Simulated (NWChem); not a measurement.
# CH3ISe; SMILES C[Se]I

Results from NWChem. Medium grid unless said otherwise, to which SCAN and Minnesota functionals are sensitive. Structure relaxed at the PBE0/def2-SVP level. def2 effective core potentials on I; no spin-orbit coupling.

Q: Order these by “dipole (D)”, lowest first: MN15/def2-SVP; B3PW91/def2-SVP; HCTH/407/def2-SVP; r2SCAN0/def2-SVP.

A: HCTH/407/def2-SVP (1.66), MN15/def2-SVP (1.75), B3PW91/def2-SVP (1.83), r2SCAN0/def2-SVP (1.91)
